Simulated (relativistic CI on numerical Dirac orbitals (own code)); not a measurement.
**Charge states of lutetium**

Calculated at this level of theory: Dirac-Coulomb-Breit CI, separate exchange-only KLI orbitals for each configuration, QED by a radiative potential, valence Slater integrals scaled by 0.9 (own radial code, finite nucleus).

Each species is treated in one configuration, given outside its closed core. Radial values are for the open shell of highest l, unscaled and averaged over j; ζ includes the Breit term. Labels give the leading LS character, summed over repeated terms.

| Ion | Configuration | Its lowest level | LS weight (%) | ζ (cm⁻¹) | ⟨r⟩ (bohr) | ⟨r²⟩ (bohr²) | Next level | E (cm⁻¹) |
| --- | --- | --- | --- | --- | --- | --- | --- | --- |
| Lu48+ | 3d5 | J = 5/2 (mixed) | 26 | 189600 | 0.1789 | 0.03707 | J = 5/2 (mixed) | 375690 |
| Lu49+ | 3d4 | 3P_0 | 60 | 193300 | 0.1774 | 0.03646 | 5D_1 | 415790 |
| Lu50+ | 3d3 | J = 3/2 (mixed) | 45 | 197100 | 0.1761 | 0.03586 | 4F_5/2 | 427180 |
| Lu51+ | 3d2 | 3F_2 | 74 | 201000 | 0.1747 | 0.03529 | 3P_0 | 167530 |
| Lu52+ | 3d | 2D_3/2 | 100 | 204900 | 0.1734 | 0.03472 | 2D_5/2 | 513610 |
| Lu53+ | 3s2.3p6 | 1S_0 | 100 |  |  |  |  |  |
| Lu54+ | 3s2.3p5 | 2P°_3/2 | 100 | 1.539e+06 | 0.1929 | 0.04312 | 2P°_1/2 | 2.3107e+06 |
| Lu55+ | 3s2.3p4 | 3P_2 | 69 | 1.557e+06 | 0.1919 | 0.04267 | 1S_0 | 146640 |
| Lu56+ | 3s2.3p3 | J = 3/2 (mixed) | 48 | 1.576e+06 | 0.191 | 0.04224 | 4S°_3/2 | 2.2584e+06 |
| Lu57+ | 3s2.3p2 | 3P_0 | 69 | 1.595e+06 | 0.19 | 0.04181 | 3P_1 | 2.3023e+06 |
| Lu58+ | 3s2.3p | 2P°_1/2 | 100 | 1.613e+06 | 0.189 | 0.04139 | 2P°_3/2 | 2.4228e+06 |
| Lu59+ | 3s2 | 1S_0 | 100 |  |  |  |  |  |
| Lu60+ | 3s | 2S_1/2 | 100 |  | 0.1919 | 0.04211 |  |  |
| Lu61+ | 2s2.2p6 | 1S_0 | 100 |  |  |  |  |  |
| Lu62+ | 2s2.2p5 | 2P°_3/2 | 100 | 6.172e+06 | 0.07053 | 0.006071 | 2P°_1/2 | 9.2684e+06 |
| Lu63+ | 2s2.2p4 | 3P_2 | 68 | 6.262e+06 | 0.07008 | 0.00599 | 1S_0 | 439370 |
| Lu64+ | 2s2.2p3 | J = 3/2 (mixed) | 49 | 6.354e+06 | 0.06964 | 0.005911 | 4S°_3/2 | 9.251e+06 |
| Lu65+ | 2s2.2p2 | 3P_0 | 68 | 6.446e+06 | 0.0692 | 0.005835 | 3P_1 | 9.4163e+06 |
| Lu66+ | 2s2.2p | 2P°_1/2 | 100 | 6.54e+06 | 0.06878 | 0.005761 | 2P°_3/2 | 9.8202e+06 |
| Lu67+ | 2s2 | 1S_0 | 100 |  |  |  |  |  |
| Lu68+ | 2s | 2S_1/2 | 100 |  | 0.0773 | 0.007089 |  |  |
| Lu69+ | 1s2 | 1S_0 | 100 |  |  |  |  |  |
